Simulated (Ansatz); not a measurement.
System: sum formula SiBr2Cl (charge 0, doublet). It need not be the lowest isomer of its formula. 
Geometry from a B3LYP-D3(BJ)/def2-TZVP (Ansatz, an electronic-structure program) optimisation:
```xyz
4

Cl    -0.5627     2.2697    -0.1260
Si    -0.0996     0.4023     0.6120
Br     1.9361    -0.1905    -0.0920
Br    -1.6229    -1.0728    -0.0916
```
Charge 0, spin multiplicity 2.

Parts of the frozen-core correlation energy in STO-3G (Ansatz, hartree). Frozen orbitals: 38; correlated occupied orbitals by spin: 13 and 12; virtual: 3 and 4. Open shells are spin-unrestricted. No spin-orbit coupling. Non-relativistic.

```csv
term,value
reference (HF),-5829.63140
MP2 opposite-spin,-0.03353
MP2 same-spin,-0.00686
CCSD correlation,-0.05180
(T),-0.00183
T1 diagnostic,0.010
largest doubles amplitude,0.046
<S^2> of the reference,0.755
```
